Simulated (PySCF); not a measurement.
Input of a run (PBE0-D3(BJ)/def2-SVP geometry optimisation, gas phase, def2 core potentials past Kr (PySCF 2.14.0)), started from GFN2-xTB:
```
{"job": {"xc": "PBE0", "basis": "def2-SVP", "d3": "d3bj", "grid": 1, "maxiter": 30, "shake": 0.01, "kind": "geom"}, "charge": 0, "multiplicity": 1}
C      2.083530    -0.200360     0.526180
Bi     0.566950     1.503230     0.829710
C     -0.915050     0.582770    -0.658540
Si    -1.799310    -0.890270     0.048620
H      1.749510    -1.048230     1.080820
H      3.046130     0.134810     0.842870
H      2.106360    -0.432720    -0.526880
H      1.354900     2.486640    -0.461300
H     -1.581580     1.377350    -0.933220
H     -0.318460     0.305050    -1.513110
H     -0.908650    -1.966610     0.422140
H     -2.551350    -0.474840     1.267350
H     -2.827140    -1.393700    -0.934960
```

Output (energies in Eh, forces in Eh/bohr):
```
step   0  E = -585.35087438  max force = 0.021517
step   1  E = -585.35483295  max force = 0.004771
step   2  E = -585.35500535  max force = 0.001676
step   3  E = -585.35503003  max force = 0.000371
step   4  E = -585.35503464  max force = 0.000266
optimisation converged
```

Task: Summarise the run.

Result: The energy falls by 2.6 kcal/mol over 5 energy and gradient evaluations, the largest force component goes from 0.0215 to 2.7e-04 Eh/bohr, and the atoms move by 0.037 Å rms after alignment. The bond that changes most is Si4–H11 (SiH3 silicon to Si–H hydrogen), which lengthens by 0.051 Å. Bonds longer at the end by more than 0.005 Å: 8 of 12; shorter: 2. Among the angles that change most is C3–Si4–H11, from 113.3° to 110.6°. The energy never rose by more than 1e-6 Eh on the way. The first step brought 95 % of the lowering.

Task: What are the final bond lengths?

Result: C1–Bi2 2.273 Å, Bi2–C3 2.295 Å, C3–Si4 1.870 Å, C1–H5 1.098 Å, C1–H6 1.099 Å, C1–H7 1.098 Å, Bi2–H8 1.804 Å, C3–H9 1.101 Å, C3–H10 1.101 Å, Si4–H11 1.497 Å, Si4–H12 1.498 Å, Si4–H13 1.498 Å. Numbering counts from 1 in the input's order; the species is `[CH2]([SiH3])[BiH][CH3]`.

The run used 117 basis functions and 33 SCF cycles in all. The run took 50 s on an Arm Neoverse N1 with one thread, no GPU, shared host with 64 logical CPUs at a one-minute load of 26, and the process peaked at 0.50 GiB of memory.

No frequency check. The numbers are those of one conformer.

Shape of the structure used: `[CH3:1][BiH:2][CH2:3][SiH3:4]`: C1–Bi2–C3–Si4 76°.
